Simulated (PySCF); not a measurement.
Germanium: a sound run and one with changed settings

Sound run: Ge²⁺ [Ar] 3d10 4s2, Ge³⁺ [Ar] 3d10 4s1. Computed with PySCF 2.14 in 6-31G*, with no relativity, point nucleus. The sound run starts from symmetry-adapted Hartree-Fock orbitals and uses a fine grid where one is needed.

Changed run: radial step 0.3 in ln r (0.13 in the sound run). This setting is unsound on purpose.

```tsv
species	method	sound run (hartree)	changed run (hartree)	converged
Ge²⁺	UHF	-2074.19904	-2074.19904	yes
Ge²⁺	M06-L	-2075.71335	-2075.68657	yes
Ge²⁺	PBE0	-2075.49728	-2075.49758	yes
Ge³⁺	UHF	-2073.02723	-2073.02723	yes
Ge³⁺	M06-L	-2074.47224	-2074.45528	yes
Ge³⁺	PBE0	-2074.25910	-2074.25933	yes
```

Ionisation energy of Ge²⁺:

```csv
method,sound run (eV),changed run (eV)
UHF,31.887,31.887
M06-L,33.772,33.505
PBE0,33.693,33.695
```

A coarse radial grid mis-integrates the density and the exchange-correlation energy, with errors of either sign; Hartree-Fock needs no grid.

For comparison, NIST gives 34.058 eV between the lowest levels.
